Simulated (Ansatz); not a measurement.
`C=C[Te][SiH3]` + `C[C](=O)[SnH3]` → `CC(=O)[Te][SiH3]` + `C=[CH][SnH3]`  (redistribution)

Computed with Ansatz on PBE0-D4/def2-TZVP structures; ΔE is electronic, products minus reactants. CBS: MP2 limit from def2 TZ/QZ plus the TZ coupled-cluster correction, frozen cores. DFT in def2-TZVPP. B3LYP here is the variant with VWN-RPA as its local correlation; programs differ in this. Elements past krypton have def2 core potentials. For Sn, Te outer-core shells are correlated without core-valence functions, which leaves a few kJ/mol of doubt a bond. One conformer a species, not always the lowest.

| level | ΔE (kcal/mol) | difference from CCSD(T)/CBS |
| --- | --- | --- |
| r2SCAN-D4 | -10.1 | -1.3 |
| PBE0-D4 | -8.9 | -0.1 |
| ωB97M-V | -8.2 | 0.6 |
| B2PLYP | -8.6 | 0.2 |
| PBE | -8.9 | -0.1 |
| r2SCAN | -10.0 | -1.2 |
| PBE0 | -8.5 | 0.3 |
| B3LYP | -7.9 | 0.9 |
| HF/def2-TZVPP | -7.0 | 1.8 |
| MP2/def2-TZVPP | -9.6 | -0.8 |
| CCSD/def2-TZVPP | -8.1 | 0.7 |
| CCSD(T)/def2-TZVPP | -8.7 | 0.1 |
| HF/def2-QZVPP | -6.9 | 1.9 |
| MP2/def2-QZVPP | -9.6 | -0.8 |
| MP2/CBS(def2) | -9.7 | -0.9 |
| CCSD/CBS(def2) | -8.1 | 0.7 |
| CCSD(T)/CBS | -8.8 | 0 |

Largest T1 diagnostic among the species: 0.015.

The D4 term adds −0.8 kcal/mol with B3LYP and −0.4 kcal/mol with PBE0; it sums over pairs of atoms, weighted by their polarisabilities, and B3LYP, whose exchange is more repulsive, gets the larger term. In def2-TZVPP, CCSD(T) changes the Hartree–Fock value by −1.7 kcal/mol (the triples alone add −0.7 kcal/mol) and MP2 by −2.6 kcal/mol.
